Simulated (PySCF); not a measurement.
## Löwdin shares of the frontier orbitals

Species: Ge(OEt)Cl3, C2H5Cl3GeO.
Cartesian coordinates in Å at the PBE0-D3(BJ)/def2-SVP level; atoms count from 1:
```xyz
12
C2H5Cl3GeO angstrom
Ge     0.906   -0.089   -1.857
O      0.706   -0.069   -0.124
C     -0.588    0.016    0.463
C     -0.424    0.064    1.962
H     -1.108    0.920    0.099
H     -1.193   -0.860    0.165
H     -1.406    0.132    2.452
H      0.085   -0.842    2.324
H      0.175    0.938    2.256
Cl     2.989   -0.132   -2.243
Cl     0.012    1.640   -2.732
Cl    -0.039   -1.800   -2.714
```

Computed with PySCF, TDDFT B3LYP/def2-SVPD, vertical, gas phase, core orbitals frozen in the response. Relativistic effects, spin–orbit coupling among them, are left out although an element past zinc is present.

Frontier orbitals with the atoms that hold most of them (Löwdin shares over 4%, at most four atoms; ? is withheld):

```csv
orbital,ε (eV),atoms
HOMO-3,-9.41,"Cl11 43%, Cl12 36%, Cl10 11%"
HOMO-2,-9.28,"O2 40%, Cl12 16%, Cl11 12%, C3 10%"
HOMO-1,-9.19,"Cl12 36%, Cl11 35%, Cl10 28%"
HOMO,?,?
LUMO,-2.20,?
LUMO+1,0.16,"Ge1 23%, Cl12 14%, Cl11 14%, C3 10%"
LUMO+2,0.27,"Cl10 27%, Ge1 27%, Cl11 14%, Cl12 14%"
```

**Question.** Give the leading atoms of the HOMO.

**Answer.** O2 (bonded to C and Ge) 52%; C3 (bonded to C, O and 2 H) 17%; H6 (bonded to C) 8%; H5 (bonded to C) 7%. By element: oxygen 52%, carbon 17% or more, hydrogen 15% or more.

**Question.** Give the leading atoms of the LUMO.

**Answer.** Cl10 (bonded to Ge) 22%; Ge1 (bonded to 3 Cl and O) 22%; Cl12 (bonded to Ge) 22%; Cl11 (bonded to Ge) 22%. By element: chlorine 66%, germanium 22%.

**Question.** What is the HOMO energy, and the HOMO–LUMO gap?

**Answer.** ε(HOMO) = -8.62 eV; the gap is 6.42 eV (0.2358 hartree).

**Question.** How does S1 compare with the orbital gap of 6.42 eV?

**Answer.** S1 is at 5.38 eV (f = 0.0038), 1.03 eV below the gap, made of HOMO→LUMO (98%). Without the coupling terms of the response equations the lowest excitation would equal the gap.

**Question.** One configuration dominates each of S1 and S2. Which, and how do the shares of the two leading atoms of either orbital change from the occupied to the empty one?

**Answer.** 
- S1 (5.38 eV, f 0.0038), HOMO→LUMO (98%): O2 52% → at most 13%, C3 17% → at most 13%, Cl10 at most 8% → 22%, Ge1 at most 8% → 22%
- S2 (5.88 eV, f 0.0004), HOMO-1→LUMO (99%): Cl12 36% → 22%, Cl11 35% → 22%, Cl10 28% → 22%, Ge1 at most 2% → 22%

One conformer stands for the species.
